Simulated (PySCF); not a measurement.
**Level sweep**

Compound: C2H3Ga.
SMILES: `C#[C][GaH2]`

PySCF, dipoles from the SCF density, polarisabilities from static response with core orbitals frozen. Geometry: PBE0-D3(BJ)/def2-SVP; no solvent, vibrations or thermal averaging. Relativistic effects, spin–orbit coupling among them, are left out although an element past zinc is present.

The anisotropy is √(½[(α1 − α2)² + (α2 − α3)² + (α3 − α1)²]).

| level | μ (D) | α (Å³) | anisotropy (Å³) |
| --- | --- | --- | --- |
| LDA/def2-SVPD | 0.273 | 8.10 | 5.25 |
| PBE/def2-SVPD | 0.299 | 7.96 | 5.14 |
| B3LYP/def2-SVPD | 0.263 | 7.76 | 4.87 |
| PBE0/def2-SVPD | 0.241 | 7.65 | 4.72 |
| BHandHLYP/def2-SVPD | 0.220 | 7.46 | 4.50 |
| CAM-B3LYP/def2-SVPD | 0.213 | 7.60 | 4.62 |
| wB97X-D/def2-SVPD | 0.229 | 7.63 | 4.53 |
| LC-wPBE/def2-SVPD | 0.166 | 7.34 | 4.32 |
| HF/def2-SVPD | 0.262 | 7.20 | 4.08 |
| PBE0/6-31G* | 0.372 | 6.14 | 5.63 |
| PBE0/def2-SVP | 0.296 | 6.38 | 5.61 |
| PBE0/aug-cc-pVDZ | 0.183 | 7.75 | 4.84 |
| PBE0/def2-TZVP | 0.225 | 7.21 | 5.25 |
| PBE0/def2-TZVPD | 0.191 | 7.80 | 4.79 |
| PBE0/aug-cc-pVTZ | 0.189 | 7.83 | 4.79 |

The dipole runs from 0.17 D (LC-wPBE/def2-SVPD) to 0.37 D (PBE0/6-31G*). No reference polarisability is at hand; against PBE0 in the largest diffuse basis at hand (aug-cc-pVTZ) the other PBE0 rows deviate by 6-31G* -22%, def2-SVP -19%, def2-SVPD -2%, aug-cc-pVDZ -1%, def2-TZVP -8%, def2-TZVPD 0%. In one basis (def2-SVPD) the functionals order the polarisability from HF (lowest) to LDA (highest), a spread of 12%. With PBE0 the polarisability is 6.58 Å³ without diffuse functions (mean of 6-31G*, def2-SVP and def2-TZVP) and 7.76 Å³ with them (mean of def2-SVPD, aug-cc-pVDZ, def2-TZVPD and aug-cc-pVTZ).
